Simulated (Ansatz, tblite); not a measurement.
Forces on the cluster Cd5O5 at its PBE0-D4/def2-SVP geometry. Total charge 0; singlet.

In the def2 sets Cd takes a core potential; there is no spin–orbit coupling. The xTB rows come from tblite. HSE06 is defined as in plane-wave codes, on full-range PBE exchange. The structure holds 2 bonds between oxygen atoms, so isomers without such links may lie far lower. The restricted singlet is unstable towards broken spin symmetry in Hartree–Fock (as tested in another run); at HSE06-D4/def2-TZVP this wasn't settled. The structure comes from a short search, and lower isomers may exist.

GFN1-xTB (tblite), largest force 1.75 eV/Å:

```xyz
10
positions Å, forces eV/Å
Cd    0.055   -1.434   -3.397    0.134   -0.974   -0.507
Cd   -1.049   -2.469   -0.951    0.041   -0.518   -0.168
Cd    0.793    1.673   -0.505    0.076    0.050    0.568
Cd   -0.618   -1.455    1.507    0.203    0.123    0.138
Cd    1.226    0.906    2.369   -0.077    0.010   -0.167
O    -1.346    0.178   -1.263    1.351    1.044    0.382
O     0.314   -0.676    3.135    0.002   -0.083   -0.113
O    -1.034    0.385    0.079   -0.577    0.152   -0.491
O     1.884    2.268    1.061   -0.206   -0.192   -0.298
O    -0.227    0.624   -2.035   -0.947    0.387    0.656
```

GFN2-xTB (tblite), largest force 0.73 eV/Å:

```
Cd 0.033 -0.549 -0.328
Cd 0.071 -0.109 0.034
Cd -0.012 0.209 0.373
Cd -0.083 -0.404 0.036
Cd -0.157 -0.097 0.246
O 0.348 0.521 -0.281
O 0.213 0.106 -0.084
O -0.127 0.343 0.633
O -0.198 -0.124 -0.399
O -0.089 0.104 -0.229
```

HSE06-D4/def2-TZVP (Ansatz), largest force 0.18 eV/Å:

```
Cd 0.023 -0.086 -0.065
Cd -0.003 -0.083 -0.023
Cd 0.026 -0.045 -0.031
Cd 0.041 -0.077 0.088
Cd -0.029 -0.027 -0.018
O -0.098 0.047 -0.102
O 0.025 0.049 0.017
O -0.043 0.070 0.121
O -0.017 -0.008 -0.001
O 0.075 0.161 0.015
```
